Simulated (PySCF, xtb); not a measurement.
C2H7AlO2Si, SMILES [OH][Al]([OH])/[CH]=C/[SiH3]. The values are those of a single conformer.

Harmonic wavenumbers (cm⁻¹) from GFN2-xTB (xtb 6.7.1) at its own minimum, in rising order: 56, 71, 91, 121, 168, 202, 259, 262, 300, 363, 418, 426, 501, 517, 626, 653, 746, 785, 791, 793, 812, 955, 1034, 1135, 1271, 1597, 2232, 2240, 2257, 2975, 2994, 3789, 3791.

**Question.** What does r2SCAN-D4/def2-SVP (PySCF) give at its own minimum? (The exact figures need the calculation; the answer reports its results.)

**Answer.** 59, 71, 104, 137, 194, 234, 266, 289, 293, 345, 438, 526, 569, 576, 673, 766, 776, 849, 919, 934, 936, 949, 1068, 1166, 1300, 1595, 2205, 2207, 2225, 3088, 3097, 3963, 3968. Paired by order, the mean absolute difference is 55 cm⁻¹ and the zero-point energies are 50.4 and 52.6 kcal/mol.
